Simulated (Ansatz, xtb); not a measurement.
**Relative energy of two isomers of AlH8NO2Si2**

Structure I: `[NH2][Al]([O][SiH3])[O][SiH3]`, a singlet. Structure II: `[NH2][AlH][O][SiH2]O[SiH3]`, a singlet. Both are isolated molecules in the gas phase, relaxed with PBE0-D4/def2-SVP; the shapes shown needn't be the lowest conformers.

I (Å):

```xyz
14

Al    1.2517    0.0340   -1.2119
N     1.7656   -0.9172   -2.5952
O     1.1433   -0.6885    0.3147
O     0.8665    1.6701   -1.4099
Si    0.9444   -1.0965    1.8932
Si    0.4331    3.2489   -1.2777
H     2.0130   -1.8984   -2.5600
H     1.8546   -0.5612   -3.5388
H     0.2078   -0.0253    2.6337
H     2.2731   -1.2965    2.5495
H     0.1644   -2.3674    2.0038
H     0.0824    3.5907    0.1361
H    -0.7543    3.5340   -2.1406
H     1.5585    4.1326   -1.7116
```

II (Å):

```xyz
14

Al    0.0618    3.0154    0.4998
N     0.5830    2.1896    1.9694
O    -0.4614    2.0750   -0.8261
O    -0.5751   -0.6305   -0.9373
Si   -0.8115    0.7864   -1.7691
Si   -1.0286   -1.5117    0.3860
H     0.8939    2.6582    2.8127
H     0.6208    1.1838    2.0951
H     0.0598    4.5864    0.3941
H     0.0961    0.7451   -2.9463
H    -2.2412    0.8544   -2.1891
H    -0.5575   -2.9146    0.2165
H    -2.5142   -1.4978    0.5529
H    -0.4114   -0.9415    1.6247
```

Problem. Estimate which is lower in electronic energy at CCSD(T)/def2-SVP + ΔMP2/def2-TZVPP, and by roughly how much.

Solution. The CCSD(T)/def2-SVP + ΔMP2/def2-TZVPP calculation puts structure I lower, by 26.9 kJ/mol.

The same difference at several levels:

| level | geometry | E(II) − E(I) (kJ/mol) | departure from the last row (kJ/mol) | job, with rough time for the two |
| --- | --- | --- | --- | --- |
| PBE0-D4/def2-SVP | PBE0-D4/def2-SVP | +31.2 | +4.3 | optimisation, 5.6 min |
| HF/def2-SVP | PBE0-D4/def2-SVP | +41.8 | +15.0 | part of the CCSD(T) run |
| MP2/def2-SVP | PBE0-D4/def2-SVP | +36.9 | +10.0 | part of the CCSD(T) run |
| CCSD(T)/def2-SVP | PBE0-D4/def2-SVP | +36.1 | +9.2 | single point |
| CCSD(T)/def2-SVP + ΔMP2/def2-TZVPP | PBE0-D4/def2-SVP | +26.9 |  | single point, 1.7 min |

As drawn, II has 1 O–Si, 1 Al–H in place of 1 Al–O, 1 Si–H.

None of the levels shown reverses the order. The largest departure from CCSD(T)/def2-SVP + ΔMP2/def2-TZVPP is that of HF/def2-SVP, 15.0 kJ/mol. Levels run at GFN2-xTB geometries aren't shown. The last row adds to CCSD(T) the change of the MP2 difference between the two basis sets, here −9.2 kJ/mol.

With thermal terms from frequencies at re-optimised GFN2-xTB minima (ideal gas, soft modes damped towards free rotors, one conformer each, 298.15 K, 1 atm): the zero-point term adds +0.1 kJ/mol; ΔH is +24.6 and ΔG +32.6 kJ/mol.

The correlated steps freeze 18 core orbitals. Programs: Ansatz 0.2.0, xtb 6.7.1; the last row on 2 threads of Arm Neoverse V1 on a shared host.
